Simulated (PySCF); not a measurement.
Cost of one run: EPR job, `C1(CC1)C1=C[N]CO1` [radical].

Method: UKS B3LYP, pcH-1 on C H N O, non-relativistic, mean-field spin-orbit, GIAO (PySCF 2.14.0). Geometry: GFN2-xTB. Work: unrestricted SCF, g, hyperfine, density and orbital grids written, density fitting. A driver script takes a list of jobs; this job's settings line and coordinates (Å) are shown.

Command:
```bash
OMP_NUM_THREADS=1 python probes_run.py task.json out
```

Input:
```
{"job": {"kind": "epr", "basis": "pcH-1"}, "charge": 0, "multiplicity": 2}
C      1.020321    -0.262415     1.210192
C      0.434770     0.073377    -0.008097
C     -0.951406     0.159425    -0.435307
C     -1.975166    -0.802945     0.124925
C     -2.012261     0.628317     0.535296
O      1.424126     0.354503    -0.897719
C      2.646716     0.176895    -0.173317
N      2.333163    -0.211859     1.152081
H      0.517457    -0.534669     2.117665
H     -1.055306     0.453016    -1.471947
H     -2.734392    -1.168280    -0.549490
H     -1.633003    -1.534228     0.840608
H     -1.694520     0.885355     1.533741
H     -2.798017     1.258413     0.148127
H      3.213303     1.120642    -0.190159
H      3.256618    -0.586601    -0.680527
```

Hardware: one thread of an AMD EPYC 9B14, shared host. PySCF's memory limit was set to 1600 MB.

The basis has 280 functions.

How long does the run take?

About 47 s. CPU seconds by part: SCF 20, spin–orbit mean field 2.9, g tensor 18, hyperfine 0.3.

How much memory does it need at the peak?

About 0.96 GiB. Peak memory is the resident size of the whole Python process, interpreter and libraries included.

At this speed, how long would 1000 such jobs take on 16 cores, one job a core?

1000/16 gives 63 rounds of 47 s, about 49 min of wall time and 13 core-hours, if the jobs don't slow each other.

Times come from a shared host and carry two figures at best.

The run converged: ⟨S²⟩ 0.765; g_iso 2.0039.
